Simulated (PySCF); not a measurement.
Problem. What does the PBE0-D3(BJ)/def2-SVP structure of `C(/OC)(C)=C(\C#C)CC(F)(F)F` look like in three dimensions?

Solution. 
```xyz
21
C8H9F3O angstrom
C     -1.6525    2.7681    0.9444
C     -1.1191    1.6899    0.7691
C     -0.5424    0.4029    0.5933
C     -1.3995   -0.8066    0.8588
C     -2.1775   -1.2531   -0.3572
F     -3.0518   -0.3290   -0.7611
F     -1.3768   -1.5211   -1.3959
F     -2.8689   -2.3686   -0.0922
C      0.7372    0.2471    0.1591
C      1.6515    1.3752   -0.1734
O      1.2040   -1.0146    0.0844
C      2.2764   -1.3234   -0.7681
H     -2.1246    3.7216    1.0892
H     -2.1313   -0.6023    1.6525
H     -0.7774   -1.6563    1.1682
H      1.9593    1.3470   -1.2308
H      2.5661    1.3327    0.4402
H      1.1469    2.3304    0.0111
H      2.4621   -2.3986   -0.6537
H      2.0240   -1.1208   -1.8227
H      3.1968   -0.7778   -0.5035
```

Any rigid rotation of these coordinates is as good. Atoms count from 1 in this order. The 2 C–O bonds span 1.347 Å (C9–O11, drawn single) to 1.404 Å (O11–C12, drawn single), a spread of 0.057 Å. Of the pairs four or more bonds apart, C2···H18 is among the closest relative to their van der Waals radii: 2.47 Å, 85 % of the sum of Bondi's values. The C–C distances run from 1.216 Å (C1≡C2, drawn triple) to 1.511 Å (C4–C5, drawn single), a spread of 0.295 Å.

Bonds between heavy atoms (Å): C1≡C2 1.216, C2–C3 1.421, C3–C4 1.506, C4–C5 1.511, C5–F6 1.335, C5–F7 1.339, C5–F8 1.339, C3=C9 1.360, C9–C10 1.490, C9–O11 1.347, O11–C12 1.404.

Level of theory: PBE0-D3(BJ)/def2-SVP geometry optimisation, gas phase (PySCF 2.14.0).

Point group: C1 (no symmetry element, even within 0.4 Å). No frequency check. The numbers are those of one conformer (C2–C3–C4–C5 88°, C3–C9–O11–C12 157°).

The run took 11 min on one thread of an x86-64 server, shared host. This is the geometry optimisation.
